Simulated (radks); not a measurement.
Spherical quantum dot in the effective-mass picture: electrons in a hard-walled sphere of radius 1.65, all in effective atomic units (hartree* = m*/eps^2 hartree, bohr* = eps/m* bohr), one dielectric constant everywhere. Calculated with a radial shooting solver with Libxc functionals: non-relativistic Kohn-Sham, exchange-only LDA, spin-polarised, spherical densities. Levels are named by radial order and angular momentum (1s, 1p, 1d, 2s, ...), and open shells are averaged over m.

N = 6, configuration 1s2 1p(up 3, down 1). This is the lowest configuration that the search found. Occupied and some empty levels:

level,occupation,eigenvalue (hartree*),<r> (bohr*)
1s up,1,6.7162,0.8959
1s down,1,6.8894,0.8939
1p up,3,8.3123,1.017
1p down,1,8.4935,1.017
1d up,0,10.511,1.094
1d down,0,10.691,1.094
2s up,0,12.216,0.8003
2s down,0,12.346,0.8005
1f up,0,13.241,1.149
1f down,0,13.418,1.150

Energy (hartree*): total 31.6911, kinetic 18.792, external 0, Hartree 16.568, exchange-correlation -3.6691.

Electron density:

r (bohr*),n(r) (e/bohr*^3)
0.0818,0.4405
0.205,0.4870
0.329,0.5638
0.453,0.6543
0.577,0.7359
0.700,0.7845
0.824,0.7788
0.948,0.7073
1.07,0.5746
1.20,0.4022
1.32,0.2273
1.44,0.09001
1.57,0.01378
